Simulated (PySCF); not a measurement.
BF, charge -1, doublet, at a GFN2-xTB geometry (the spin is typed, not shown lowest); M062X/6-31G** in PySCF.

Here is a job for PySCF.
```python
from pyscf import gto, scf, dft

mol = gto.M(
    atom='''
B    -0.000000   -0.000000   -1.059676
F     0.000000    0.000000    0.588709
''',
    basis='6-31g**',
    charge=-1,
    spin=1,
    verbose=4,
)

mf = dft.UKS(mol)
mf.xc = 'm062x'
mf.grids.prune = dft.gen_grid.treutler_prune
mf.kernel()
mf.analyze()
```

The log (banner, timings and long lists left out):

```
PySCF version 2.14.0

[INPUT] verbose = 4
[INPUT] num. atoms = 2
[INPUT] num. electrons = 15
[INPUT] charge = -1
[INPUT] spin (= nelec alpha-beta = 2S) = 1
[INPUT] symmetry False subgroup None
[INPUT] Mole.unit = angstrom
[INPUT] Symbol           X                Y                Z      unit          X                Y                Z       unit  Magmom
[INPUT]  1 B      0.000000000000   0.000000000000  -1.059676000000 AA    0.000000000000   0.000000000000  -2.002497420775 Bohr   0.0
[INPUT]  2 F      0.000000000000   0.000000000000   0.588709000000 AA    0.000000000000   0.000000000000   1.112498777067 Bohr   0.0

nuclear repulsion = 14.4462455624141
number of shells = 12
number of NR pGTOs = 54
number of NR cGTOs = 28
basis = 6-31g**
ecp = {}

******** <class 'pyscf.dft.uks.UKS'> ********
method = UKS
initial guess = minao
damping factor = 0
level_shift factor = 0
DIIS = <class 'pyscf.scf.diis.CDIIS'>
diis_start_cycle = 1
diis_space = 8
diis_damp = 0
SCF conv_tol = 1e-09
SCF conv_tol_grad = None
SCF max_cycles = 50
direct_scf = True
direct_scf_tol = 1e-13
number electrons alpha = 8  beta = 7
XC library pyscf.dft.libxc version 7.1.2
    S. Lehtola, C. Steigemann, M. J. T. Oliveira, and M. A. L. Marques,  SoftwareX 7, 1–5 (2018)
XC functionals = m062x
    Y. Zhao and D. G. Truhlar,  Theor. Chem. Acc. 120, 215 (2008)
    Y. Zhao and D. G. Truhlar,  Theor. Chem. Acc. 120, 215 (2008)
radial grids:
    Treutler-Ahlrichs [JCP 102, 346 (1995); DOI:10.1063/1.469408] (M4) radial grids

becke partition: Becke, JCP 88, 2547 (1988); DOI:10.1063/1.454033
pruning grids: <function treutler_prune>
grids dens level: 3
symmetrized grids: False
atomic radii adjust function: <function treutler_atomic_radii_adjust>
small_rho_cutoff = 0
Set gradient conv threshold to 3.16228e-05
tot grids = 24856
init E= -124.306641346967

cycle= 1 E= -124.434833585963  delta_E= -0.128  |g|= 0.437  |ddm|= 0.869
cycle= 2 E= -124.381635730053  delta_E= 0.0532  |g|= 0.62  |ddm|= 0.591
cycle= 3 E= -124.507344771295  delta_E= -0.126  |g|= 0.0231  |ddm|= 0.32
cycle= 4 E= -124.507755283665  delta_E= -0.000411  |g|= 0.00695  |ddm|= 0.0402
cycle= 5 E= -124.507795915852  delta_E= -4.06e-05  |g|= 0.00115  |ddm|= 0.0136
cycle= 6 E= -124.507798187742  delta_E= -2.27e-06  |g|= 0.000391  |ddm|= 0.00272
cycle= 7 E= -124.507798545831  delta_E= -3.58e-07  |g|= 0.00014  |ddm|= 0.00106
cycle= 8 E= -124.507798700028  delta_E= -1.54e-07  |g|= 0.0001  |ddm|= 0.000754
cycle= 9 E= -124.5077988413  delta_E= -1.41e-07  |g|= 9.71e-05  |ddm|= 0.000747
cycle= 10 E= -124.507798953378  delta_E= -1.12e-07  |g|= 9.72e-05  |ddm|= 0.000593
cycle= 11 E= -124.507798626483  delta_E= 3.27e-07  |g|= 9.65e-05  |ddm|= 0.00174
cycle= 12 E= -124.507791674303  delta_E= 6.95e-06  |g|= 0.000131  |ddm|= 0.0406
cycle= 13 E= -124.507792303818  delta_E= -6.3e-07  |g|= 0.000111  |ddm|= 0.00395
cycle= 14 E= -124.507785280573  delta_E= 7.02e-06  |g|= 0.00037  |ddm|= 0.0453
cycle= 15 E= -124.507785631776  delta_E= -3.51e-07  |g|= 0.000407  |ddm|= 0.00252
cycle= 16 E= -124.507786023512  delta_E= -3.92e-07  |g|= 0.000377  |ddm|= 0.00248
cycle= 17 E= -124.507778977706  delta_E= 7.05e-06  |g|= 0.000665  |ddm|= 0.0444
cycle= 18 E= -124.507776647035  delta_E= 2.33e-06  |g|= 0.000816  |ddm|= 0.0135
cycle= 19 E= -124.507775128002  delta_E= 1.52e-06  |g|= 0.000899  |ddm|= 0.00871
cycle= 20 E= -124.507789315801  delta_E= -1.42e-05  |g|= 0.00012  |ddm|= 0.0876
cycle= 21 E= -124.507788465864  delta_E= 8.5e-07  |g|= 0.00022  |ddm|= 0.00541
cycle= 22 E= -124.507792390803  delta_E= -3.92e-06  |g|= 0.000144  |ddm|= 0.0252
cycle= 23 E= -124.507755972588  delta_E= 3.64e-05  |g|= 0.00266  |ddm|= 0.201
cycle= 24 E= -124.507762686791  delta_E= -6.71e-06  |g|= 0.00193  |ddm|= 0.0308
cycle= 25 E= -124.507766018432  delta_E= -3.33e-06  |g|= 0.00153  |ddm|= 0.0146
cycle= 26 E= -124.507757459378  delta_E= 8.56e-06  |g|= 0.00246  |ddm|= 0.0401
cycle= 27 E= -124.507766219864  delta_E= -8.76e-06  |g|= 0.00147  |ddm|= 0.0402
cycle= 28 E= -124.507773863183  delta_E= -7.64e-06  |g|= 0.000874  |ddm|= 0.0412
cycle= 29 E= -124.507781456883  delta_E= -7.59e-06  |g|= 0.000396  |ddm|= 0.0447
cycle= 30 E= -124.507790877328  delta_E= -9.42e-06  |g|= 0.000193  |ddm|= 0.0615
cycle= 31 E= -124.507793097023  delta_E= -2.22e-06  |g|= 0.000274  |ddm|= 0.0142
cycle= 32 E= -124.507799338002  delta_E= -6.24e-06  |g|= 0.00051  |ddm|= 0.0364
cycle= 33 E= -124.50780402983  delta_E= -4.69e-06  |g|= 0.000986  |ddm|= 0.026
cycle= 34 E= -124.507785586226  delta_E= 1.84e-05  |g|= 0.0006  |ddm|= 0.109
cycle= 35 E= -124.50779552607  delta_E= -9.94e-06  |g|= 0.000875  |ddm|= 0.0653
cycle= 36 E= -124.507772753314  delta_E= 2.28e-05  |g|= 0.00113  |ddm|= 0.142
cycle= 37 E= -124.507767774607  delta_E= 4.98e-06  |g|= 0.00161  |ddm|= 0.024
cycle= 38 E= -124.507767657117  delta_E= 1.17e-07  |g|= 0.00187  |ddm|= 0.00491
cycle= 39 E= -124.507767208311  delta_E= 4.49e-07  |g|= 0.00212  |ddm|= 0.00312
cycle= 40 E= -124.507780640822  delta_E= -1.34e-05  |g|= 0.00136  |ddm|= 0.0696
cycle= 41 E= -124.507787394978  delta_E= -6.75e-06  |g|= 0.000981  |ddm|= 0.0393
cycle= 42 E= -124.507783943847  delta_E= 3.45e-06  |g|= 0.00109  |ddm|= 0.0217
cycle= 43 E= -124.507767794959  delta_E= 1.61e-05  |g|= 0.000945  |ddm|= 0.106
cycle= 44 E= -124.507773499502  delta_E= -5.7e-06  |g|= 0.0024  |ddm|= 0.0677
cycle= 45 E= -124.507786122669  delta_E= -1.26e-05  |g|= 0.00108  |ddm|= 0.0538
cycle= 46 E= -124.507786343613  delta_E= -2.21e-07  |g|= 0.000832  |ddm|= 0.00404
cycle= 47 E= -124.507786693254  delta_E= -3.5e-07  |g|= 0.000126  |ddm|= 0.00244
cycle= 48 E= -124.507788565134  delta_E= -1.87e-06  |g|= 8.2e-05  |ddm|= 0.0124
cycle= 49 E= -124.5077863354  delta_E= 2.23e-06  |g|= 0.000307  |ddm|= 0.0143
cycle= 50 E= -124.507786542356  delta_E= -2.07e-07  |g|= 0.00024  |ddm|= 0.00116
SCF not converged.
SCF energy = -124.507786542356 after 50 cycles  <S^2> = 0.75170681  2S+1 = 2.0017061
**** SCF Summaries ****
Total Energy =                        -124.507786542355902
Nuclear Repulsion Energy =              14.446245562414122
One-electron Energy =                 -205.636496393193198
Two-electron Energy =                   66.682464288423176
Two-electron Coulomb Energy =           81.329436852643184
DFT Exchange-Correlation Energy =      -14.646972564220011
**** MO energy ****
                             alpha | beta                alpha | beta
MO #1   energy= -24.9092553753587  | -24.9075187404075  occ= 1 | 1
MO #2   energy= -6.78406970895246  | -6.78004055611918  occ= 1 | 1
MO #3   energy= -0.958157732642671 | -0.953997554937903 occ= 1 | 1
MO #4   energy= -0.260423778811036 | -0.248494191670961 occ= 1 | 1
MO #5   energy= -0.188188762836482 | -0.176153519081876 occ= 1 | 1
MO #6   energy= -0.176768997961264 | -0.168958966473384 occ= 1 | 1
MO #7   energy= -0.0485243799760409 | -0.0113852152722518 occ= 1 | 1
MO #8   energy= 0.113160449942896  | 0.293277544222715  occ= 1 | 0
MO #9   energy= 0.278891602262489  | 0.314173643799588  occ= 0 | 0
MO #10  energy= 0.416978371659968  | 0.42585001857718   occ= 0 | 0
MO #11  energy= 0.73250581983344   | 0.754819651440092  occ= 0 | 0
MO #12  energy= 0.750125465829935  | 0.769445130182196  occ= 0 | 0
MO #13  energy= 0.75922009118673   | 0.775402040790933  occ= 0 | 0
MO #14  energy= 0.768187044556297  | 0.778143490456896  occ= 0 | 0
MO #15  energy= 1.46832332051599   | 1.48181915278994   occ= 0 | 0
MO #16  energy= 1.47112053468591   | 1.50234628348195   occ= 0 | 0

To work with the spin densities directly, `use mulliken_meta_spin()` only printing them here.

 ** Mulliken spin pop alpha/beta on meta-lowdin orthogonal AOs **
 ** Mulliken Spin Density (per AO)  **
spin_pop of  0 B 1s        0.00000
spin_pop of  0 B 2s        0.01389
spin_pop of  0 B 3s       -0.00304
spin_pop of  0 B 2px       0.27274
spin_pop of  0 B 2py       0.67811
spin_pop of  0 B 2pz      -0.00166
spin_pop of  0 B 3px       0.00296
spin_pop of  0 B 3py       0.00760
spin_pop of  0 B 3pz      -0.00009
spin_pop of  0 B 3dxy     -0.00010
spin_pop of  0 B 3dyz     -0.00005
spin_pop of  0 B 3dz^2     0.00052
spin_pop of  0 B 3dxz      0.00002
spin_pop of  0 B 3dx2-y2   -0.00002
spin_pop of  1 F 1s       -0.00000
spin_pop of  1 F 2s        0.00103
spin_pop of  1 F 3s        0.00010
spin_pop of  1 F 2px       0.00892
spin_pop of  1 F 2py       0.02967
spin_pop of  1 F 2pz      -0.01068
spin_pop of  1 F 3px       0.00000
spin_pop of  1 F 3py       0.00005
spin_pop of  1 F 3pz       0.00003
spin_pop of  1 F 3dxy     -0.00000
spin_pop of  1 F 3dyz     -0.00001
spin_pop of  1 F 3dz^2     0.00002
spin_pop of  1 F 3dxz     -0.00000
spin_pop of  1 F 3dx2-y2   -0.00000
 ** Mulliken Spin Density (per atom)  **
spin density of  0 B =      0.97087
spin density of  1 F =      0.02913
 ** Mulliken pop alpha/beta on meta-lowdin orthogonal AOs **
 ** Mulliken pop       alpha | beta **
pop of  0 B 1s        0.99994 | 0.99993
pop of  0 B 2s        0.92798 | 0.91408
pop of  0 B 3s        0.00752 | 0.01056
pop of  0 B 2px       0.31823 | 0.04549
pop of  0 B 2py       0.72180 | 0.04370
pop of  0 B 2pz       0.25792 | 0.25958
pop of  0 B 3px       0.00355 | 0.00059
pop of  0 B 3py       0.00817 | 0.00057
pop of  0 B 3pz       0.00256 | 0.00265
pop of  0 B 3dxy      0.00000 | 0.00010
pop of  0 B 3dyz      0.00042 | 0.00047
pop of  0 B 3dz^2     0.00130 | 0.00079
pop of  0 B 3dxz      0.00051 | 0.00049
pop of  0 B 3dx2-y2    0.00000 | 0.00002
pop of  1 F 1s        0.99999 | 1.00000
pop of  1 F 2s        0.94229 | 0.94126
pop of  1 F 3s        0.00125 | 0.00115
pop of  1 F 2px       0.96158 | 0.95265
pop of  1 F 2py       0.98416 | 0.95449
pop of  1 F 2pz       0.85813 | 0.86881
pop of  1 F 3px       0.00061 | 0.00061
pop of  1 F 3py       0.00066 | 0.00061
pop of  1 F 3pz       0.00050 | 0.00047
pop of  1 F 3dxy      0.00000 | 0.00000
pop of  1 F 3dyz      0.00015 | 0.00016
pop of  1 F 3dz^2     0.00063 | 0.00060
pop of  1 F 3dxz      0.00016 | 0.00017
pop of  1 F 3dx2-y2    0.00000 | 0.00000
In total             8.00000 | 7.00000
 ** Mulliken atomic charges   ( Nelec_alpha | Nelec_beta ) **
charge of  0B =     -0.52891  (     3.24989      2.27902 )
charge of  1F =     -0.47109  (     4.75011      4.72098 )

WARN: System has nonzero charge -1; the dipole moment is origin-dependent.
Location of origin: [0. 0. 0.]

Dipole moment(X, Y, Z, Debye):  0.00000, -0.00000,  3.24375
```

Convergence was not reached.
